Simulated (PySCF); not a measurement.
Isomers of [C9H16P]+ (charge +1), from PBE0-D3(BJ)/def2-SVP geometry optimisation, gas phase in PySCF. One conformer each, no zero-point energy, no frequencies.

Question: Which is lowest in electronic energy at this level?
A. `[CH:1]#[C:2][CH2:3][P@@+:4]([CH3:5])([CH2:6][CH3:7])[CH2:8][CH:9]=[CH2:10]` (charge +1) with C2–C3–P4–C5 60°, C3–P4–C6–C7 179°, C3–P4–C8–C9 -64°, P4–C8–C9–C10 99°: A = 1339, B = 931.1, C = 668.7 MHz, dipole 2.29 D
B. `[CH:1]#[C:2][CH2:3][P@H+:4]([CH2:5][CH2:6][CH3:7])[CH:8]1[CH2:9][CH2:10]1` (charge +1) with C2–C3–P4–C5 -59°, C3–P4–C5–C6 179°, P4–C5–C6–C7 -63°, C3–P4–C8–C9 -146°: A = 1239, B = 857.4, C = 567.9 MHz, dipole 1.10 D
C. `[CH:1]#[C:2][CH2:3][P@H+:4]1[C@H:5]([CH2:6][CH3:7])[C@@H:8]1[CH2:9][CH3:10]` (charge +1) with C2–C3–P4–C5 -144°, P4–C5–C6–C7 -159°, C5–C8–C9–C10 -159°: A = 1702, B = 666.0, C = 509.6 MHz, dipole 1.51 D

Answer: A. That is `C(#C)C[P@@+](CC)(CC=C)C`, 14.6 kcal/mol below the next.

```tsv
SMILES	mapped SMILES	E (Eh)	relative (kcal/mol)	relative (kJ/mol)	dipole about centre of mass (D)
C#CC[P@@+](C)(CC)CC=C	[CH:1]#[C:2][CH2:3][P@@+:4]([CH3:5])([CH2:6][CH3:7])[CH2:8][CH:9]=[CH2:10]	-692.74947	0.0	0.0	2.29
C#CC[P@H+](CCC)C1CC1	[CH:1]#[C:2][CH2:3][P@H+:4]([CH2:5][CH2:6][CH3:7])[CH:8]1[CH2:9][CH2:10]1	-692.72624	14.6	61.0	1.10
C#CC[P@H+]1[C@H](CC)[C@@H]1CC	[CH:1]#[C:2][CH2:3][P@H+:4]1[C@H:5]([CH2:6][CH3:7])[C@@H:8]1[CH2:9][CH3:10]	-692.70441	28.3	118.3	1.51
```

As drawn, the highest has a three-membered ring, which the lowest lacks.
